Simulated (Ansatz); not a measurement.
Reaction (ligand exchange at the Si–C bond): `N=CC[SiH2][SiH3]` + `[CH3][AlH][OH]` → `[CH3][AlH][O][SiH2][SiH3]` + `CC=N`

Calculated with Ansatz (gas phase, PBE0-D4/def2-TZVP geometries, no zero-point term in ΔE). CCSD(T)/CBS is the MP2 limit (def2-TZVPP, def2-QZVPP) plus CCSD(T) − MP2 in def2-TZVPP, frozen cores. DFT in def2-TZVPP. B3LYP here is the variant with VWN-RPA as its local correlation; programs differ in this. One conformer a species, not always the lowest.

```csv
level,ΔE (kcal/mol),difference from CCSD(T)/CBS
PBE-D4,-22.2,3.1
r2SCAN-D4,-25.0,0.3
PBE0-D4,-23.7,1.6
B3LYP-D4,-26.4,-1.1
ωB97X-V,-25.6,-0.3
ωB97M-V,-25.2,0.1
B2PLYP,-26.5,-1.2
PBE,-22.5,2.8
r2SCAN,-25.1,0.2
PBE0,-23.9,1.4
B3LYP,-26.8,-1.5
HF/def2-TZVPP,-31.7,-6.4
MP2/def2-TZVPP,-24.8,0.5
SCS-MP2/def2-TZVPP,-26.4,-1.1
CCSD/def2-TZVPP,-26.3,-1.0
CCSD(T)/def2-TZVPP,-25.3,0.0
HF/def2-QZVPP,-32.2,-6.9
MP2/def2-QZVPP,-25.0,0.3
SCS-MP2/def2-QZVPP,-26.5,-1.2
HF/CBS(def2),-32.2,-6.9
MP2/CBS(def2),-24.8,0.5
CCSD/CBS(def2),-26.3,-1.0
CCSD(T)/CBS,-25.3,0
```

Largest T1 diagnostic among the species: 0.013.

In def2-TZVPP, CCSD(T) changes the Hartree–Fock value by +6.4 kcal/mol (the triples alone add +1.0 kcal/mol) and MP2 by +6.9 kcal/mol. From PBE to PBE0 (25 % exact exchange), in def2-TZVPP and without D4, ΔE moves by −1.4 kcal/mol.
